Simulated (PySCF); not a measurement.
CH7FO2Si2, SMILES O[Si](O)(F)C[SiH3].

Geometry optimised at B3LYP-D3(BJ)/def2-SVP. This is a generated structure with no PubChem entry under its InChIKey; it may be hypothetical. One conformer was computed; it need not be the lowest.

Method: PySCF with SMD-M06-2X/def2-SVP.

Solvation free energies are E(SMD) − E(gas) at the gas-phase geometry, for 1 M in both phases. In vacuum the dipole moment is 1.81 D.

```json
[
 {"solvent": "water", "ΔG(solv) (kcal/mol)": "-7.2", "its non-electrostatic (CDS) part": "4.3", "dipole (D)": "2.42"},
 {"solvent": "diethylether", "ΔG(solv) (kcal/mol)": "-5.9", "its non-electrostatic (CDS) part": "-1.8", "dipole (D)": "2.12"},
 {"solvent": "dimethylsulfoxide", "ΔG(solv) (kcal/mol)": "-6.2", "its non-electrostatic (CDS) part": "-0.2", "dipole (D)": "2.30"}
]
```
